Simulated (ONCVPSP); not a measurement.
## nitrogen ONCV: all-electron and pseudo phase curves

| Quantity | Value |
| --- | --- |
| Element | N (Z = 7) |
| Generator | ONCVPSP 4.0.1 |
| Type | optimised norm-conserving Vanderbilt (ONCV) |
| Functional | PBEsol |
| Relativity | non-relativistic |
| Frozen core | [He] |
| Valence charge | 5 |
| Reference configuration | 2s2 2p3 |
| Partial waves | 2s: rc 1.00 bohr, ncon 4, nbas 8, qcut 7.6 1/bohr, 2 projectors, debl 3.1 Ha; 2p: rc 1.20 bohr, ncon 4, nbas 7, qcut 6.4 1/bohr, 1 projector; d scattering state at 0.44 Ha: rc 1.20 bohr, ncon 4, nbas 8, qcut 6.8 1/bohr, 1 projector |
| Local potential | polynomial inside 0.70 bohr (lpopt 5, dvloc0 1 Ha) |
| Core correction | Teter function, fcfact 2.25, rcfact 1.25 |

The phase is arctan(r·R′/R) of the radial function R(r), unwrapped; energies in Ha, scanned from -2 to 5 Ha. A pole is an energy at which the radial function vanishes at the test radius. The pseudo phase is shifted by a multiple of π to meet the all-electron one at the reference energy, and phase errors are pseudo minus all-electron; the curves can meet again beyond the range given. Levels narrower than the energy grid can be missing from the lists of poles.

```csv
channel,radius (bohr),reference energy (Ha),"poles, all-electron","poles, pseudo",unbroken range about the reference energy with phases within 0.05 rad,phase error 1 Ha above the reference energy (rad)
s,1.01,-0.68,4.70,4.69,the whole range,-0.000
p,1.22,-0.26,1.74,1.81,below 3.4,+0.003
d,1.22,0.44,none,none,the whole range,+0.000
```

Phases in the s channel:

```
E (Ha)  all-electron  pseudo
 -1.98        -0.039  -0.040
 -1.62        -0.269  -0.269
 -1.26        -0.488  -0.488
 -0.90        -0.681  -0.681
 -0.54        -0.841  -0.841
 -0.18        -0.970  -0.970
  0.18        -1.074  -1.074
  0.54        -1.157  -1.157
  0.90        -1.226  -1.226
  1.26        -1.283  -1.283
  1.62        -1.331  -1.331
  1.98        -1.372  -1.372
  2.34        -1.408  -1.408
  2.70        -1.440  -1.440
  3.06        -1.468  -1.468
  3.42        -1.494  -1.494
  3.78        -1.517  -1.517
  4.14        -1.539  -1.539
  4.50        -1.560  -1.560
  4.86        -1.580  -1.580
```
